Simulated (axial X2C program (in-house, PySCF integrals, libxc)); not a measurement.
## BeAu⁻: from the spin-free to the two-component result

All values were computed with an axial X2C code built on PySCF integrals. Spin-free means the one-electron spin-free X2C Hamiltonian; two-component (2c) means X2C with spin–orbit coupling and atomic mean-field two-electron Coulomb and Gaunt terms, so the difference of the two also holds small scalar two-electron terms. Basis: Au dyall-acv3z [14s15p10d6f4g], Be dyall-av3z [9s9p4d2f] (cores contracted in-house); Gaussian nuclei, density fitting, unrestricted open shells. Masses: Au 196.967 u, Be 9.012 u.

Spin-free state: M_S = 0, Λ = 0 (closed shell); fragments Au- + Be.

| level | Re (Å) | ωe (cm⁻¹) | De (eV) | μ (D) |
| --- | --- | --- | --- | --- |
| PBE0 | 2.173 | 441.6 | 1.487 | -5.88 |
| HF | 2.301 | 324.2 | 0.636 | -6.43 |
| MP2 | 2.141 | 480.9 | 1.577 | n/a |
| CCSD | 2.208 | 409.5 | 1.195 | n/a |
| CCSD(T) | 2.195 | 426.8 | n/a | n/a |
| r2SCAN | 2.148 | 471.1 | 1.716 | -5.81 |

Correlated methods: 14 electrons correlated (number of frozen shells: Au 5 s, 4 p, 2 d, 1 f; Be 1 s), 316 virtual spin orbitals or spinors in MP2, 90 natural virtuals in coupled cluster.

Dipoles are positive if Be is the positive end and refer to the centre of mass.

Two-component determinant lowest at the distance of the search:

Ω = 0 (closed shell); fragments Au- + Be.

```json
{"level": "PBE0", "Re (Å)": "2.163", "ωe (cm⁻¹)": "447.0", "De (eV)": "1.520", "μ (D)": "-5.81"}
{"level": "HF", "Re (Å)": "2.287", "ωe (cm⁻¹)": "331.5", "De (eV)": "0.662", "μ (D)": "-6.43"}
{"level": "MP2", "Re (Å)": "2.133", "ωe (cm⁻¹)": "485.0", "De (eV)": "1.604", "μ (D)": "n/a"}
{"level": "CCSD", "Re (Å)": "2.199", "ωe (cm⁻¹)": "414.3", "De (eV)": "1.220", "μ (D)": "n/a"}
{"level": "CCSD(T)", "Re (Å)": "2.187", "ωe (cm⁻¹)": "431.3", "De (eV)": "n/a", "μ (D)": "n/a"}
{"level": "r2SCAN", "Re (Å)": "2.139", "ωe (cm⁻¹)": "476.0", "De (eV)": "1.753", "μ (D)": "-5.73"}
```

Q: From the two tables, how do the constants change at the CCSD(T) level (2c against spin-free)?

A: At the CCSD(T) level Re falls by 0.008 Å and ωe rises by 4.5 cm⁻¹.

Occupations by symmetry block were frozen at the best pattern of an incomplete PBE0 search. Dissociation energies refer to the lowest single-determinant-based atoms at the same level and basis. De is not given where an atomic determinant may have missed its ground term or J level, or where the truncated virtual space spoils (T). Coupled cluster ran in a truncated set of natural virtual spinors; the MP2 energy of the rest was added. (T) has no such correction and the atoms are truncated less, which lowers De at CCSD(T) by a hundredth of an eV or more. The highest occupied level of some functionals is positive through self-interaction error; at Hartree–Fock it is bound. The T1 diagnostic is large, a sign of multireference character. Hartree–Fock gets electron affinities wrong, so its lowest charge split need not be the true one.
